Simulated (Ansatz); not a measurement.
`F[Si]1(Cl)C[SiH2]1` + `[F][SnH]([Br])[Br]` → `Cl[SiH]1C[SiH2]1` + `[F][Sn]([F])([Br])[Br]` at 600 K and 1 bar (redistribution).

Calculated with Ansatz (gas phase, PBE0-D4/def2-TZVP geometries, no zero-point term in ΔE). CBS: MP2 limit from def2 TZ/QZ plus the TZ coupled-cluster correction, frozen cores. def2 core potentials past Kr. For Br, Sn outer-core shells are correlated without core-valence functions, which leaves a few kJ/mol of doubt a bond. Scalar relativity is left out up to krypton.

| species | CCSD(T)/CBS energy (Eh) | H − E (kJ/mol) | S (J/(mol·K)) |
| --- | --- | --- | --- |
| `F[Si]1(Cl)C[SiH2]1` | -1178.26379 | 186.9 | 442.9 |
| `[F][SnH]([Br])[Br]` | -5461.18012 | 74.8 | 430.9 |
| `Cl[SiH]1C[SiH2]1` | -1079.00337 | 195.7 | 416.1 |
| `[F][Sn]([F])([Br])[Br]` | -5560.40823 | 67.4 | 454.8 |

H − E and S are ideal-gas, rigid-rotor, harmonic terms from PBE0-D4/def2-TZVP, for one conformer and one mirror image of each species. 1 Eh = 2625.50 kJ/mol, R = 8.31446 J/(mol·K).

Problem. By hand: ΔE, ΔH, ΔS and ΔG.

Solution. ΔE = (-1079.00337) + (-5560.40823) − (-1178.26379) − (-5461.18012) = 0.03231 Eh = 84.8 kJ/mol. Δ(H − E) = 195.7 + 67.4 − 186.9 − 74.8 = 1.4, so ΔH = 86.2 kJ/mol. ΔS = 416.1 + 454.8 − 442.9 − 430.9 = -2.9 J/(mol·K). ΔG = 86.2 − 600 × (-2.9)/1000 = 87.9 kJ/mol.

Problem. By hand: the equilibrium constant, and the temperature at which ΔG would vanish if ΔH and ΔS stayed fixed.

Solution. log₁₀ K = −ΔG/(RT ln 10) = -7.7. ΔH and −TΔS have one sign here, so there is no such temperature. One of them is within its doubt of zero, so this could turn.

The number of gas molecules stays the same, so ΔS is small and ΔH decides. A doubt of 5 kJ/mol in ΔE shifts log₁₀ K by 0.4 here. Other conformers and mirror images would add mixing entropy, several J/(mol·K) or more a flexible species. These are equilibria of isolated gas molecules and say nothing of rates. Largest T1 diagnostic: 0.012 (customary marks: 0.02 for closed shells, 0.045 for open ones).
